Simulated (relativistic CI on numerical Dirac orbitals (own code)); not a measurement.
Slater and spin-orbit integrals, Sr²³⁺

These numbers are calculated, not measured: Dirac-Coulomb-Breit CI, KLI orbitals optimised for each configuration, model QED, unscaled Slater integrals (own radial code, finite nucleus).

Slater integrals F^k, G^k are unscaled and averaged over j, outside the closed core [Ne]; ζ comes from projecting the Hamiltonian with its Breit term on Σ l·s of the shell.

- 3s²3p³: F^2(3p,3p) = 238190, ζ(3p) = 81046 cm⁻¹; <r>(3p) = 0.4179, <r^2>(3p) = 0.2012 (bohr units).
- 3s3p⁴: F^2(3p,3p) = 237980, G^1(3s,3p) = 302430, ζ(3p) = 80983 cm⁻¹; <r>(3s) = 0.4286, <r^2>(3s) = 0.2089, <r>(3p) = 0.4183, <r^2>(3p) = 0.2016 (bohr units).
- 3s²3p²3d: F^2(3p,3p) = 237860, ζ(3p) = 80907, F^2(3p,3d) = 238450, G^1(3p,3d) = 257430, G^3(3p,3d) = 171460, ζ(3d) = 9314 cm⁻¹; <r>(3p) = 0.4185, <r^2>(3p) = 0.2018, <r>(3d) = 0.3754, <r^2>(3d) = 0.1632 (bohr units).

Averages of the first 10 configurations, taken without configuration mixing, which lowers the lowest level and can move excited configurations by several eV; other configurations of the list can lie among them:

```tsv
Configuration	Parity	States	Average energy above the lowest level (eV)
3s²3p³	odd	20	22.2
3s3p⁴	even	30	103.1
3s²3p²3d	even	150	127.8
3p⁵	odd	6	194.3
3s3p³3d	odd	400	204.2
3p⁴3d	even	150	291.0
3s3p²3d²	even	1350	309.1
3s²3p3d4p	even	360	653.9
3p⁴4s	even	30	682.4
3s²3p²4s	even	30	517.6
```
